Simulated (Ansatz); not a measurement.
A structure relaxed at PBE0-D4/def2-TZVPD in Ansatz, charge -1, doublet:

```
atom    x (Å)    y (Å)    z (Å)
  W1  -0.0420   0.4753   1.2363
  W2   0.7646   0.5719  -0.8646
  W3  -0.7226  -1.0472  -0.3718
```

Task: Give its formula and point group.

Result: W3⁻. Point group C2v (tolerance 0.1 Å).

Task: Summarise the bond lengths by kind (pairs closer than 1.2 times the sum of covalent radii, bridged metal pairs left out).

Result: 3 × W–W 2.25 to 2.32 Å.

In the def2 sets W takes a core potential; there is no spin–orbit coupling. The charge -1 doublet is spin-contaminated (final ⟨S²⟩ up to 0.92, 0.75 for a pure state). The relaxation made no stability test and no search for a lower SCF solution. The structure comes from a short search, and lower isomers may exist.
